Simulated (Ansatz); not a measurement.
Program: Ansatz. Geometries: PBE0-D4/def2-TZVP. ΔE: electronic, gas phase. CBS: MP2 limit from def2 TZ/QZ plus the TZ coupled-cluster correction, frozen cores. This one scheme is used for every species, atoms too. For atomizations the MP2-based limit and the directly extrapolated one differ by several kJ/mol either way, and by 10 to 25 for some Ge, Se and Sn compounds, so smaller differences from it don't rank the levels. DFT in def2-TZVPP. HSE06 is defined as in plane-wave codes. No spin–orbit coupling; open shells (•) take unrestricted orbitals. Spin–orbit coupling would lower the free atoms: a little for B, O, Si. For Zn outer-core shells are correlated without core-valence functions, so the limit isn't a true one: a few kJ/mol of doubt a bond, and 10 to 20 or more in all where bonds break to atoms. Scalar relativity is left out up to krypton. One conformer a species, not always the lowest.

Consider the atomization: `[OH][Zn][NH]B[SiH3]` → B• + 6 H• + N• + O• + Si• + Zn (atom).

Q: What is ΔE at CCSD(T)/CBS? (An estimate is asked.)

A: The calculation gave: +835.4 kcal/mol.

Q: What do these levels give: LDA (SPW92), r2SCAN-D4, HSE06-D4, CAM-B3LYP-D4, B2PLYP, PBE, revPBE, HF/def2-SVP, MP2/def2-TZVPP, HF/def2-QZVPP, SCS-MP2/def2-QZVPP, HF/CBS(def2)? (Estimate.)

A: Computed: LDA (SPW92) 955.8, r2SCAN-D4 839.1, HSE06-D4 830.5, CAM-B3LYP-D4 840.0, B2PLYP 824.5, PBE 839.3, revPBE 807.3, HF/def2-SVP 591.4, MP2/def2-TZVPP 825.4, HF/def2-QZVPP 594.3, SCS-MP2/def2-QZVPP 840.9, HF/CBS(def2) 594.8 kcal/mol.

Q: What do rigid-rotor, harmonic-oscillator terms from PBE0-D4/def2-TZVP frequencies (298.15 K, 1 bar) make of the CCSD(T)/CBS value? (Best estimate.)

A: Computed: ΔZPE = -42.0 kcal/mol, ΔH = +803.7 kcal/mol, ΔS = 1106 J/(mol·K), ΔG = +724.9 kcal/mol. Open shells count their whole term as degenerate.

Largest T1 diagnostic among the species: 0.017.

From r2SCAN to r2SCAN0 (25 % exact exchange), in def2-TZVPP and without D4, ΔE moves by −15.6 kcal/mol: exact exchange takes away binding that semilocal exchange gives to molecules. The D4 term adds +9.0 kcal/mol with B3LYP and +4.7 kcal/mol with PBE0; it sums over pairs of atoms, weighted by their polarisabilities, and B3LYP, whose exchange is more repulsive, gets the larger term. At CCSD(T), def2-SVP lies −57.9 kcal/mol from the extrapolated value and def2-TZVPP −24.4 kcal/mol: correlation converges slowly with the basis, and small sets miss more of it in the bonded molecule than in its fragments.

B3LYP here is the variant with VWN-RPA as its local correlation; programs differ in this.
